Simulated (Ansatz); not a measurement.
`C=C[SiH2]N[SiH2]O` + `N[SiH2][S][GeH3]` → `N[SiH2]N[SiH2]O` + `C=C[SiH2][S][GeH3]`  (redistribution)

Calculated with Ansatz (gas phase, PBE0-D4/def2-TZVP geometries, no zero-point term in ΔE). CCSD(T)/CBS is the MP2 limit (def2-TZVPP, def2-QZVPP) plus CCSD(T) − MP2 in def2-TZVPP, frozen cores. Functionals use def2-TZVPP. B3LYP here is the variant with VWN-RPA as its local correlation; programs differ in this. For Ge outer-core shells are correlated without core-valence functions, which leaves a few kJ/mol of doubt a bond. Scalar relativity is left out up to krypton. One conformer a species, not always the lowest.

Task: Is it downhill or uphill in electronic energy at CCSD(T)/CBS, and by how much? (Best estimate.)

Result: Ansatz gave: Downhill: ΔE = -11.6 kJ/mol.

Task: What do these levels give: PBE-D4, r2SCAN-D4, PBE0-D4, B3LYP-D4, ωB97X-V, B2PLYP, PBE, MP2/def2-TZVPP, CCSD/def2-TZVPP, HF/def2-QZVPP, SCS-MP2/def2-QZVPP, HF/CBS(def2)? (Estimate.)

Result: Ansatz gave: PBE-D4 -10.5, r2SCAN-D4 -9.2, PBE0-D4 -10.5, B3LYP-D4 -10.2, ωB97X-V -10.2, B2PLYP -10.6, PBE -10.3, MP2/def2-TZVPP -12.2, CCSD/def2-TZVPP -11.3, HF/def2-QZVPP -8.1, SCS-MP2/def2-QZVPP -11.3, HF/CBS(def2) -8.1 kJ/mol.

Largest T1 diagnostic among the species: 0.012.

In def2-TZVPP, CCSD(T) changes the Hartree–Fock value by −3.3 kJ/mol (the triples alone add −0.3 kJ/mol) and MP2 by −3.9 kJ/mol.
